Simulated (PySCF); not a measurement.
# Electronic absorption of Al2Br6

Al2Br6.
Z-matrix (Å and degrees, PBE0-D3(BJ)/def2-SVP geometry), rows numbered from 1:
```
Br
Al  1  2.2395
Br  2  2.2405  1  121.40
Br  2  2.4392  1  109.35  3   129.93
Al  4  2.4372  2   87.35  1   110.79
Br  5  2.2395  4  109.23  2   112.07
Br  5  2.2409  4  109.98  2  -112.12
Br  2  2.4379  1  109.19  3  -130.04
```

Computed, not measured: TDDFT B3LYP/def2-SVPD, vertical, gas phase, core orbitals frozen in the response (PySCF). The B3LYP/def2-SVPD calculation is non-relativistic and has no spin–orbit coupling, an omission that weighs most on bromine.

```csv
state,E (eV),λ (nm),f,|μ| (D),"main configurations (H = HOMO, L = LUMO)"
S1,5.71,217.1,0.0000,0.03,"H→L (76%), H-1→L+1 (23%)"
S2,5.74,216.0,0.0055,0.50,"H→L+1 (62%), H-1→L (36%)"
S3,5.84,212.4,0.0000,0.03,"H-2→L (84%), H-4→L+1 (14%)"
S4,5.87,211.4,0.0000,0.01,"H-2→L+1 (79%), H-4→L (20%)"
S5,6.00,206.5,0.0001,0.08,"H-1→L (63%), H→L+1 (36%)"
S6,6.02,205.8,0.0000,0.01,"H-1→L+1 (75%), H→L (23%)"
S7,6.06,204.7,0.0000,0.01,"H-3→L+1 (84%), H-7→L (14%)"
S8,6.12,202.5,0.021,0.96,H-3→L (91%)
S9,6.19,200.4,0.0004,0.13,"H-4→L+1 (82%), H-2→L (14%)"
S10,6.20,200.1,0.0000,0.03,"H-4→L (79%), H-2→L+1 (19%)"
```

Triplets (Tamm–Dancoff): T1 5.51 eV, H→L (59%), H-1→L+1 (36%); T2 5.51 eV, H→L+1 (60%), H-1→L (34%); T3 5.65 eV, H-2→L (71%), H-4→L+1 (26%); T4 5.66 eV, H-2→L+1 (71%), H-4→L (25%).

The lowest singlet comes at 217 nm (551 kJ/mol) in the ultraviolet; it is dark (f under 0.0005); its leading configuration is HOMO→LUMO (76%). The strongest level in the table is S8 at 6.12 eV (203 nm, f = 0.021). S9/S10 lie within about 0.01 eV of each other. Löwdin shares by element: HOMO bromine 88% or more; LUMO (one of a set within 0.03 eV) bromine 46% or more, aluminium 26% (atoms not listed hold the other 29%). Of the 10 states listed, 1 reaches f = 0.01 and 8 stay under 0.0005. Orbital energies (eV): HOMO-3 -8.70, HOMO-2 -8.51, HOMO-1 -8.48, HOMO -8.39, LUMO -1.78, LUMO+1 -1.77, LUMO+2 -1.06. Weighted by f, the mean energy of these states is 6.05 eV. All these states lie below the vertical ionisation energy of 9.96 eV (ΔSCF). Orbitals of the list HOMO-3 to LUMO+2 that lie within 0.01 eV of each other are written together with a slash and their weights summed (≥ marks a lower bound); for degenerate orbitals outside that list single weights are arbitrary. Singlets were solved by full linear response, triplets in the Tamm–Dancoff approximation.
